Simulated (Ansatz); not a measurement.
Ansatz (a program for electronic structure) input (PBE0/def2-TZVP):

Ansatz 0.2 input:
```yaml
crystal:
  periodic: [false, false, false]
  atoms:
    - {symbol: C, position_ang: [3.16962143, 0.17341571, -0.04863597]}
    - {symbol: C, position_ang: [1.83762336, -0.40252042, 0.42256676]}
    - {symbol: C, position_ang: [0.63126389, 0.27734255, -0.22100389]}
    - {symbol: C, position_ang: [-0.70580025, -0.28973673, 0.24932595]}
    - {symbol: C, position_ang: [-1.89920491, 0.38863199, -0.40666742]}
    - {symbol: O, position_ang: [-3.15095919, -0.09492764, 0.07046537]}
    - {symbol: H, position_ang: [3.28351635, 0.06643032, -1.13014029]}
    - {symbol: H, position_ang: [4.01347116, -0.33033519, 0.42616197]}
    - {symbol: H, position_ang: [3.24228494, 1.23801926, 0.18649859]}
    - {symbol: H, position_ang: [1.76248116, -0.31118897, 1.51081349]}
    - {symbol: H, position_ang: [1.80392986, -1.47495538, 0.20472148]}
    - {symbol: H, position_ang: [0.70564957, 0.18547606, -1.31045777]}
    - {symbol: H, position_ang: [0.66578459, 1.35083523, -0.00421456]}
    - {symbol: H, position_ang: [-0.79731862, -0.18649518, 1.33445359]}
    - {symbol: H, position_ang: [-0.74104193, -1.36453734, 0.03244710]}
    - {symbol: H, position_ang: [-1.83530440, 0.28690060, -1.49829904]}
    - {symbol: H, position_ang: [-1.89632263, 1.45649384, -0.18008232]}
    - {symbol: H, position_ang: [-3.20047779, -1.04002092, -0.10913799]}
basis:
  gaussian:
    orbitals: def2-TZVP
hamiltonian:
  xc: {name: PBE0}
```

End of the output:

```
integrals: 0.19 GiB planned
1579 factors; their error is unknown
0.34 GiB of the device are held for the grids
1.47 GiB of device memory are held for the factors and their scratch space
mean field: 1.45 GiB planned
mean field evaluation 1: about -7409.0020 eV, gradient 7.7e1 eV
mean field evaluation 2: about -7403.6296 eV, gradient 9.0e1 eV
mean field evaluation 4: about -7422.0309 eV, gradient 4.8e0 eV
mean field evaluation 8: about -7422.0783 eV, gradient 4.3e-2 eV
mean field evaluation 16: about -7422.0483 eV, gradient 3.9e-5 eV
mean field -7422.04825033 eV, -272.7552423546 hartree, gradient 3.9e-5 eV, S^2 0.000000; 0 other end points of the search recorded, 0 dependent functions left out
reference -7422.04828839 eV, -272.7552437533 hartree; 25, 25 occupied and 233, 233 virtual orbitals, 1579 factors
Total energy: -7422.04828839 eV, -272.7552437533 hartree
```
